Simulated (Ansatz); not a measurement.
## Ansatz (development build ahead of 0.2.0) run

```yaml
crystal:
  periodic: [false, false, false]
  atoms:
    - { symbol: Cu, position_ang: [0.0, 0.0, 0.0] }
    - { symbol: "N", position_ang: [0.0, 0.0, 1.95] }
    - { symbol: H, position_ang: [0.945, 0.0, 2.33] }
    - { symbol: H, position_ang: [-0.4725, 0.81839, 2.33] }
    - { symbol: H, position_ang: [-0.4725, -0.81839, 2.33] }
basis:
  gaussian: { orbitals: def2-SVP }
total_charge: 2
magnetization:
  spin_polarized: true
  initial_magnetization: 1
hamiltonian:
  xc: pbe0
output:
  forces: true
```

The input is written out in the form of the current development build from the run's settings.

The run gave:

| Quantity | Value |
| --- | --- |
| Converged | yes |
| Total energy | -1695.66187 hartree |
| Spin squared of the determinant | 0.752 |
| Stability test | minimum |

Forces (eV/Å):
| atom | Fx | Fy | Fz |
| --- | --- | --- | --- |
| Cu1 | 0.000 | 0.000 | 0.026 |
| N2 | 0.000 | 0.000 | -0.564 |
| H3 | 0.954 | 0.000 | 0.179 |
| H4 | -0.477 | 0.826 | 0.179 |
| H5 | -0.477 | -0.826 | 0.179 |

Caution: other spin multiplicities were not run.
